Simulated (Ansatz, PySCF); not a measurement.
Dissociation curve of GaN, triplet.

- UCCSD(T) = PySCF with CCSD(T) on UHF/cc-pVDZ, 10 core orbitals frozen
- UCCSD = CCSD on UHF/cc-pVDZ, 10 core orbitals frozen (PySCF)
- UKS-PBE = unrestricted PBE/cc-pVDZ in Ansatz (a quantum-chemistry and plane-wave program)

Energies are in kJ/mol, each relative to the lowest point of its own curve near equilibrium.

| R / Å | UCCSD(T) | UCCSD | UKS-PBE |
|---|---|---|---|
| 1.48 | 269.3 | 278.0 | 234.8 |
| 1.58 | 130.3 | 141.4 | 103.9 |
| 1.67 | 60.0 | 74.5 | … |
| 1.73 | 73.4 | 71.8 | … |
| 1.81 | 33.4 | 32.2 | … |
| 1.85 | 20.4 | 19.4 | 0.0 |
| 1.91 | 7.6 | 6.9 | 1.4 |
| 1.98 | … | … | … |
| 2.06 | 0.0 | 0.0 | 8.5 |
| 2.15 | 5.9 | 6.4 | 13.3 |
| 2.29 | 23.3 | 24.4 | — |

Task: Some entries are withheld; supply them.

Result: 
- 1.67, UKS-PBE: 40.3
- 1.73, UKS-PBE: 17.0
- 1.81, UKS-PBE: 2.2
- 1.98, UCCSD(T): 0.6
- 1.98, UCCSD: 0.1
- 1.98, UKS-PBE: 7.8

Dashes: no converged value, or the column stops at the first point that the program doubted or that broke a chosen test of continuity, which isn't proof of a fault.

The scan ran from 1.48 to 7.44 Å; beyond the distances shown one of the unrestricted levels run for this scan, shown here or not, changes its spin distribution in one step. The unrestricted determinant behind UCCSD(T), UCCSD is spin-contaminated at 1.58 to 1.73, 2.29 Å (<S²> up to 2.2, against 2.00 for a pure triplet).
